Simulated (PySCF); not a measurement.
Bonds (- single, = double, # triple, : aromatic): C1-C2, C2-Si3, C2=C4, C4-Cl5, C4-C6, C6-C7, C7-C8, C7-C9. C1 carries H10, H11, H12; Si3 carries H13, H14, H15; C6 carries H16, H17; C7 carries H18; C8 carries H19, H20, H21; C9 carries H22, H23, H24. Stereochemistry as in C/C([SiH3])=C(/Cl)CC(C)C.

PySCF calculation with GIAO PBE0/pcSseg-1 shieldings and geometry from GFN2-xTB; single conformer, no relativistic terms, isolated molecule, averaged over atoms made equivalent by symmetry, fast rotation or ring inversion.

References, each an isolated molecule treated in the same way: ¹³C vs TMS.

Question: Do the ¹³C shifts follow the atomic charges (in e)? Tabulate both.

Answer: 
| atoms | hybridisation | δ (ppm) | σ para (ppm) | Hirshfeld | IAO | Mulliken | ESP-fitted |
| --- | --- | --- | --- | --- | --- | --- | --- |
| C4 | sp2 | 155.6 | -227 | +0.03 | +0.00 | -0.20 | -0.19 |
| C2 | sp2 | 134.9 | -209 | -0.10 | -0.28 | -0.47 | +0.14 |
| C6 | sp3 | 47.0 | -110 | -0.07 | -0.27 | -0.03 | -0.29 |
| C7 | sp3 | 31.1 | -92 | -0.02 | -0.09 | -0.41 | +0.47 |
| C8/C9 | sp3 | 23.5 | -84 | -0.12 | -0.42 | -0.20 | -0.55 |
| C1 | sp3 | 23.4 | -86 | -0.11 | -0.41 | -0.17 | -0.53 |

Correlation coefficients of δ with charge over these carbons: Hirshfeld +0.52, IAO +0.57, Mulliken -0.31, ESP-fitted +0.26; with the paramagnetic shielding -1.00. Among the 4 sp3 carbons alone: Hirshfeld +0.43, IAO +0.44, Mulliken +0.48, ESP-fitted +0.24. With so few points, grouped by hybridisation, these coefficients are fragile. Charge is one influence among several: hybridisation and low-lying excitations act through the paramagnetic term.

Carbons that carry Cl, above all several Cl atoms, come out too deshielded, partly because spin–orbit coupling is missing. Shifts are as computed. Against solution values, carbons near 30 ppm lie about +3 ppm off and those near 130 ppm about +5 ppm; carbons on Cl a further +6 ppm. Of 1211 compounds with measured shifts, 218 miss one by over three times the rms of a fit or turn the order of signals round; such compounds aren't used in these exercises.
